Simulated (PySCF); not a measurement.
B(Me)2(OSiH3) (C2H9BOSi), SMILES CB(C)O[SiH3]. The structure is a stationary point at PBE-D3(BJ)/def2-SVP. This is a generated structure with no PubChem entry under its InChIKey; it may be hypothetical. The values are those of a single conformer.

**Question.** Give the equilibrium geometry at PBE-D3(BJ)/def2-SVP (PySCF confirms it by a frequency run) as Cartesian coordinates in Å. (Estimate from the structure and the level; the computed values follow.)

**Answer.** This is not unique; one that fits is 
```xyz
14

B      0.1286     0.0714     0.9340
C      0.1607    -0.6700     2.3271
H     -0.2554    -1.6954     2.2911
H     -0.3594    -0.0878     3.1168
H      1.2193    -0.7433     2.6657
C      0.3910     1.6308     0.8017
H      0.8930     1.9255    -0.1442
H      0.9658     2.0509     1.6509
H     -0.5960     2.1482     0.8046
O     -0.1565    -0.6876    -0.1825
Si    -0.2623    -0.2667    -1.8183
H      1.0678     0.2134    -2.3311
H     -1.2947     0.8078    -2.0251
H     -0.6688    -1.5064    -2.5555
```
